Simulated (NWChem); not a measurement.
# pyrazole (C3H4N2); SMILES n1[nH]ccc1

```xyz
9

C      0.0345     1.1985     0.0000
C      1.1238     0.2964     0.0000
N      0.7230    -0.9746     0.0000
N     -0.6244    -0.8906     0.0000
C     -1.0847     0.3882     0.0000
H      0.0604     2.2783     0.0000
H      2.1828     0.5197     0.0000
H     -1.1637    -1.7432     0.0000
H     -2.1415     0.6142     0.0000
```
Atoms are numbered in this order, from 1.

Level: B3LYP/6-31G* (spherical d) (NWChem), optimised geometry, unscaled harmonic frequencies. 

**Question.** List the harmonic frequencies with IR intensities, and the thermochemistry.

**Answer.** 
| frequency (cm⁻¹) | IR intensity (km/mol) |
|---|---|
| 498 | 61.2 |
| 638 | 0.0 |
| 693 | 22.9 |
| 754 | 70.4 |
| 836 | 10.2 |
| 891 | 4.0 |
| 922 | 9.2 |
| 941 | 6.2 |
| 1056 | 34.6 |
| 1067 | 8.1 |
| 1157 | 17.7 |
| 1188 | 0.8 |
| 1293 | 2.7 |
| 1400 | 4.7 |
| 1442 | 13.2 |
| 1501 | 6.9 |
| 1586 | 6.6 |
| 3261 | 5.7 |
| 3275 | 3.6 |
| 3293 | 1.5 |
| 3667 | 64.8 |

```yaml
zero_point_energy: 44.8 kcal/mol
thermal correction to the enthalpy at 298.15 K (with zero-point energy): 47.8 kcal/mol
heat capacity Cv: 13.3 cal/(mol K)
entropy at 298.15 K and 1 atm (symmetry number 1): 65.2 cal/(mol K)
dipole_moment: 2.28 D
```

Rigid rotor and harmonic oscillator.
